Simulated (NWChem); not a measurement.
System: CaCl cation; SMILES [Cl][Ca+]

The following NWChem deck was run.

```
start job
memory heap 200 mb stack 700 mb global 900 mb
charge 1
geometry units angstroms noautosym nocenter noautoz
  Ca     0.000000     0.000000    -1.066999
  Cl     0.000000     0.000000     1.254497
end
basis spherical
  * library def2-svp
end
dft
  xc hfexch
  iterations 150
end
property
  efieldgrad
end
task dft property
```

Coordinates come from a PBE0/def2-SVP optimisation.

Vzz is the largest principal value of the second derivative of the potential at the nucleus (NWChem prints the opposite sign); η is the asymmetry. Non-relativistic.

Atoms are numbered as in the input.

Question: Give the results of this calculation. (Hartree-Fock/def2-SVP.) Quantities: Vzz Ca1 (a.u.); η Ca1.

Answer: 
```
Item            Result
--------------  ------
Vzz Ca1 (a.u.)  -0.443
η Ca1             0.00
```
